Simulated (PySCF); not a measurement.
A calculated (r2SCAN, PySCF 2.14, x2c-TZVPPall with one added diffuse shell each of s, p, d, f type, scalar relativity by spin-free X2C-1e) atom or ion has these occupied shells.

| shell | electrons | orbital energy (eV) | rms radius, mean of both spins (bohr) |
| --- | --- | --- | --- |
| 1s β | 1 | -67231.7 | 0.0211 |
| 1s α | 1 | -67231.7 | 0.0211 |
| 2s α | 1 | -11576.5 | 0.0854 |
| 2s β | 1 | -11576.4 | 0.0854 |
| 2p α | 3 | -10174.8 | 0.0775 |
| 2p β | 3 | -10174.7 | 0.0775 |
| 3s α | 1 | -2663.1 | 0.219 |
| 3s β | 1 | -2663.1 | 0.219 |
| 3p α | 3 | -2242.2 | 0.220 |
| 3p β | 3 | -2242.1 | 0.220 |
| 3d α | 5 | -1734.8 | 0.201 |
| 3d β | 5 | -1734.7 | 0.201 |
| 4s α | 1 | -548.63 | 0.488 |
| 4s β | 1 | -548.53 | 0.488 |
| 4p α | 3 | -409.13 | 0.519 |
| 4p β | 3 | -409.05 | 0.519 |
| 4d α | 5 | -225.81 | 0.563 |
| 4d β | 5 | -225.71 | 0.563 |
| 5s α | 1 | -74.807 | 1.17 |
| 5s β | 1 | -73.739 | 1.17 |
| 5p α | 3 | -41.179 | 1.38 |
| 5p β | 3 | -39.545 | 1.38 |
| 4f α | 7 | -25.282 | 0.721 |
| 4f β | 7 | -25.007 | 0.721 |
| 6s α | 1 | -6.010 | 3.62 |
| 5d α | 3 | -4.818 | 2.41 |
| 6s β | 1 | -4.758 | 3.62 |

Problem. Name the element and its charge.

Solution. Ta (tantalum, neutral), in [Xe] 4f14 5d3 6s2, high-spin 4F determinant.
